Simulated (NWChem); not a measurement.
Species: ZnN$_{2}$H$_{4}$; SMILES [NH2][Zn][NH2]

```xyz
7

Zn    -0.1858     0.0008    -0.0021
N     -0.3252    -1.8229    -0.0620
H     -0.6422    -2.2463     0.8207
H      0.5489    -2.3076    -0.3045
N     -0.3280     1.8245     0.0530
H     -0.5665     2.2533    -0.8517
H      0.5226     2.3062     0.3729
```
Atoms are numbered in this order, from 1.

Computed with NWChem. Coordinates come from a PBE-D3(BJ)/def2-SVP optimisation. Vzz is the largest principal value of the second derivative of the potential at the nucleus (NWChem prints the opposite sign); η is the asymmetry. Non-relativistic.

**Question.** Predict the results for CAM-B3LYP/def2-TZVP. Quantities: Vzz Zn1 (a.u.); η Zn1; Vzz N2 (a.u.); η N2; Vzz N5 (a.u.); η N5.

**Answer.** The vzz Zn1 (a.u.) is -2.727. The η Zn1 is 0.02 and the vzz N2 (a.u.) comes out as -0.737. The η N2 comes out as 0.46 and the vzz N5 (a.u.) is -0.736. The η N5 comes out as 0.46.
